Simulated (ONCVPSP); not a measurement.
# An all-electron radial function and its pseudo partner (nitrogen (N))

Columns: radius, all-electron u(r) and pseudo u(r) of the 2s shell (level -18.74 eV) of nitrogen in the configuration [He] 2s1.75 2p3.25; revPBE, scalar-relativistic, ONCV scheme, ONCVPSP 4.0.1.

| r (bohr) | all-electron | pseudo |
| --- | --- | --- |
| 0.115 | -0.3870 | 0.0711 |
| 0.230 | -0.2265 | 0.1652 |
| 0.345 | 0.0710 | 0.2919 |
| 0.460 | 0.3560 | 0.4444 |
| 0.575 | 0.5817 | 0.6034 |
| 0.690 | 0.7407 | 0.7424 |
| 0.805 | 0.8383 | 0.8383 |
| 0.920 | 0.8862 | 0.8862 |
| 1.035 | 0.8961 | 0.8961 |
| 1.150 | 0.8789 | 0.8789 |
| 1.265 | 0.8432 | 0.8432 |
| 1.380 | 0.7958 | 0.7957 |
| 1.495 | 0.7416 | 0.7416 |
| 1.610 | 0.6843 | 0.6843 |
| 1.725 | 0.6266 | 0.6266 |
| 1.840 | 0.5701 | 0.5700 |
| 1.955 | 0.5159 | 0.5159 |
| 2.070 | 0.4650 | 0.4650 |
| 2.185 | 0.4175 | 0.4175 |
| 2.300 | 0.3738 | 0.3738 |
| 2.415 | 0.3338 | 0.3338 |
| 2.530 | 0.2975 | 0.2975 |
| 2.645 | 0.2647 | 0.2647 |
| 2.760 | 0.2351 | 0.2351 |
| 2.875 | 0.2086 | 0.2086 |
| 2.990 | 0.1849 | 0.1849 |

(1) How many radial nodes do the two functions have?

(2) At about which radius was the pseudo-wave matched?

(3) Where does each function peak?

(4) Is the pseudo-wave norm-conserving?

Answers

(1) The all-electron 2s function has n − l − 1 = 1; the pseudo-wave has 0, since the states of the same l below it are removed with the core.

(2) 0.80 bohr, where the columns begin to agree (steps of 0.12 bohr).

(3) Outermost all-electron maximum near 1.03 bohr, pseudo maximum near 1.03 bohr (to the table’s step).

(4) Yes: the ONCV scheme keeps the norm inside the radius equal to the all-electron one, which fixes the energy derivative of the logarithmic derivative at the level.
